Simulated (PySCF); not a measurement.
C₃H₆BNO, SMILES B(C)(OC#N)C.

Geometry optimised at PBE-D3(BJ)/def2-SVP. This is a generated structure with no PubChem entry under its InChIKey; it may be hypothetical. The values are those of a single conformer.

The numbers are results of PBE-D3(BJ)/def2-SVP (PySCF), not measurements.

No scaling factor is applied to the harmonic values.

Question: Give all harmonic wavenumbers and intensities. (The exact figures need the calculation; the answer reports its results.)

Answer: 
```json
[
 {"mode": "1", "ν (cm⁻¹)": "18", "IR (km/mol)": "0.4", "moving atoms (share of kinetic energy)": "H 96 %"},
 {"mode": "2", "ν (cm⁻¹)": "82", "IR (km/mol)": "1.0", "moving atoms (share of kinetic energy)": "H 86 %"},
 {"mode": "3", "ν (cm⁻¹)": "124", "IR (km/mol)": "2.1", "moving atoms (share of kinetic energy)": "O 39 %, N 23 %, H 22 %, C 15 %"},
 {"mode": "4", "ν (cm⁻¹)": "129", "IR (km/mol)": "3.4", "moving atoms (share of kinetic energy)": "N 44 %, C 28 %, O 14 %, H 12 %"},
 {"mode": "5", "ν (cm⁻¹)": "290", "IR (km/mol)": "0.1", "moving atoms (share of kinetic energy)": "H 40 %, C 40 %, O 9 %"},
 {"mode": "6", "ν (cm⁻¹)": "369", "IR (km/mol)": "2.4", "moving atoms (share of kinetic energy)": "C 50 %, H 21 %, O 10 %, B 9 %, N 9 %"},
 {"mode": "7", "ν (cm⁻¹)": "387", "IR (km/mol)": "0.1", "moving atoms (share of kinetic energy)": "H 49 %, B 41 %"},
 {"mode": "8", "ν (cm⁻¹)": "510", "IR (km/mol)": "4.4", "moving atoms (share of kinetic energy)": "C 65 %, O 19 %, N 12 %"},
 {"mode": "9", "ν (cm⁻¹)": "537", "IR (km/mol)": "1.6", "moving atoms (share of kinetic energy)": "C 70 %, N 11 %"},
 {"mode": "10", "ν (cm⁻¹)": "676", "IR (km/mol)": "0.0", "moving atoms (share of kinetic energy)": "H 80 %, C 20 %"},
 {"mode": "11", "ν (cm⁻¹)": "693", "IR (km/mol)": "1.2", "moving atoms (share of kinetic energy)": "C 49 %, O 25 %, H 24 %"},
 {"mode": "12", "ν (cm⁻¹)": "800", "IR (km/mol)": "0.8", "moving atoms (share of kinetic energy)": "H 68 %, C 30 %"},
 {"mode": "13", "ν (cm⁻¹)": "827", "IR (km/mol)": "7.0", "moving atoms (share of kinetic energy)": "H 51 %, C 25 %, O 18 %"},
 {"mode": "14", "ν (cm⁻¹)": "911", "IR (km/mol)": "38.7", "moving atoms (share of kinetic energy)": "H 41 %, B 37 %, C 21 %"},
 {"mode": "15", "ν (cm⁻¹)": "1078", "IR (km/mol)": "25.2", "moving atoms (share of kinetic energy)": "B 27 %, O 26 %, N 19 %, H 16 %, C 11 %"},
 {"mode": "16", "ν (cm⁻¹)": "1158", "IR (km/mol)": "29.9", "moving atoms (share of kinetic energy)": "H 54 %, B 42 %"},
 {"mode": "17", "ν (cm⁻¹)": "1221", "IR (km/mol)": "290.8", "moving atoms (share of kinetic energy)": "O 38 %, H 25 %, B 23 %, N 9 %"},
 {"mode": "18", "ν (cm⁻¹)": "1278", "IR (km/mol)": "219.5", "moving atoms (share of kinetic energy)": "H 58 %, C 22 %, B 13 %"},
 {"mode": "19", "ν (cm⁻¹)": "1309", "IR (km/mol)": "152.6", "moving atoms (share of kinetic energy)": "H 48 %, C 28 %, B 23 %"},
 {"mode": "20", "ν (cm⁻¹)": "1377", "IR (km/mol)": "1.4", "moving atoms (share of kinetic energy)": "H 95 %"},
 {"mode": "21", "ν (cm⁻¹)": "1382", "IR (km/mol)": "18.1", "moving atoms (share of kinetic energy)": "H 88 %"},
 {"mode": "22", "ν (cm⁻¹)": "1383", "IR (km/mol)": "35.3", "moving atoms (share of kinetic energy)": "H 83 %, B 9 %, C 9 %"},
 {"mode": "23", "ν (cm⁻¹)": "1385", "IR (km/mol)": "10.2", "moving atoms (share of kinetic energy)": "H 96 %"},
 {"mode": "24", "ν (cm⁻¹)": "2311", "IR (km/mol)": "151.6", "moving atoms (share of kinetic energy)": "C 65 %, N 32 %"},
 {"mode": "25", "ν (cm⁻¹)": "2965", "IR (km/mol)": "1.2", "moving atoms (share of kinetic energy)": "H 96 %"},
 {"mode": "26", "ν (cm⁻¹)": "2968", "IR (km/mol)": "0.2", "moving atoms (share of kinetic energy)": "H 97 %"},
 {"mode": "27", "ν (cm⁻¹)": "3035", "IR (km/mol)": "0.3", "moving atoms (share of kinetic energy)": "H 91 %, C 9 %"},
 {"mode": "28", "ν (cm⁻¹)": "3038", "IR (km/mol)": "1.1", "moving atoms (share of kinetic energy)": "H 91 %, C 9 %"},
 {"mode": "29", "ν (cm⁻¹)": "3091", "IR (km/mol)": "5.5", "moving atoms (share of kinetic energy)": "H 91 %, C 9 %"},
 {"mode": "30", "ν (cm⁻¹)": "3092", "IR (km/mol)": "8.2", "moving atoms (share of kinetic energy)": "H 91 %, C 9 %"}
]
```
